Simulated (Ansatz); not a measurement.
Calculated with Ansatz (gas phase, PBE0-D4/def2-TZVP geometries, no zero-point term in ΔE). CBS: MP2 limit from def2 TZ/QZ plus the TZ coupled-cluster correction, frozen cores. This one scheme is used for every species. Functionals use def2-TZVPP. B3LYP here is the variant with VWN-RPA as its local correlation; programs differ in this. For Ge, Se outer-core shells are correlated without core-valence functions, which leaves a few kJ/mol of doubt a bond. Scalar relativity is left out up to krypton. One conformer a species, not always the lowest.

Consider the formal exchange of groups at a B–Ge bond: `C[Se][BH][GeH3]` + `CF` → `C[Se]BCF` + GeH₄.

`C[Se][BH][GeH3]`:

```xyz
11

C    -0.192    1.838   -0.431
Se   -0.299    0.544   -1.887
B    -0.061   -1.117   -1.030
Ge    0.233   -1.338    0.993
H     0.787    1.779    0.040
H    -0.336    2.826   -0.864
H    -0.976    1.636    0.297
H    -0.097   -2.042   -1.783
H     1.490   -0.572    1.455
H    -0.949   -0.749    1.791
H     0.398   -2.806    1.419
```

`CF`:

Cartesian coordinates in Å:
```
C 0.000 -0.041 -0.045
F 0.001 0.877 0.980
H -0.455 -0.969 0.307
H 1.030 -0.227 -0.359
H -0.576 0.360 -0.883
```

`C[Se]BCF`:

Cartesian coordinates in Å:
```
C -2.072 0.899 -0.564
Se -1.119 -0.295 0.649
B 0.667 -0.113 0.022
C 1.811 -0.964 0.675
F 3.073 -0.576 0.241
H -2.658 1.597 0.031
H -2.731 0.307 -1.196
H -1.346 1.436 -1.170
H 0.887 0.641 -0.877
H 1.805 -0.907 1.771
H 1.683 -2.025 0.419
```

GeH₄:

Cartesian coordinates in Å:
```
Ge 0.000 0.000 0.000
H 0.767 -1.319 0.162
H 0.997 1.160 -0.115
H -0.902 0.221 1.221
H -0.861 -0.062 -1.268
```

(1) Is it downhill or uphill in electronic energy at CCSD(T)/CBS, and by how much? (Best estimate.)

(2) What do these levels give: PBE-D4, B3LYP-D4, ωB97X-V, B2PLYP, r2SCAN, PBE0, B3LYP, HF/def2-TZVPP, CCSD/def2-TZVPP, CCSD(T)/def2-TZVPP, MP2/def2-QZVPP, MP2/CBS(def2)? (Estimate.)

Largest T1 diagnostic among the species: 0.013.

Answers

(1) Ansatz gave: Uphill: ΔE = +14.2 kJ/mol.

(2) The calculation gave: PBE-D4 10.5, B3LYP-D4 6.8, ωB97X-V 3.8, B2PLYP 5.6, r2SCAN 6.3, PBE0 6.6, B3LYP 1.5, HF/def2-TZVPP -3.7, CCSD/def2-TZVPP 10.0, CCSD(T)/def2-TZVPP 12.4, MP2/def2-QZVPP 13.9, MP2/CBS(def2) 15.0 kJ/mol.

In def2-TZVPP, CCSD(T) changes the Hartree–Fock value by +16.0 kJ/mol (the triples alone add +2.4 kJ/mol) and MP2 by +16.8 kJ/mol. The D4 term adds +5.4 kJ/mol with B3LYP and +3.0 kJ/mol with PBE0; it sums over pairs of atoms, weighted by their polarisabilities, and B3LYP, whose exchange is more repulsive, gets the larger term.
